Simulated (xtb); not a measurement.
Mg(H)(Et) (C₂H₆Mg), SMILES [MgH][CH2]C. All values are semi-empirical tight-binding results from xtb (GFN2-xTB unless named), good for trends rather than for accurate numbers. The structure is a stationary point at GFN2-xTB.

For metal compounds this method's bond lengths and energies can be far off.

Q: Estimate the properties. (The exact figures need the calculation; the answer reports its results.)

A: 
```yaml
orbital_gap: 2.84 eV
zero_point_energy: 41.0 kcal/mol
G − E(el) at 298.15 K (modified RRHO): 23.4 kcal/mol
```
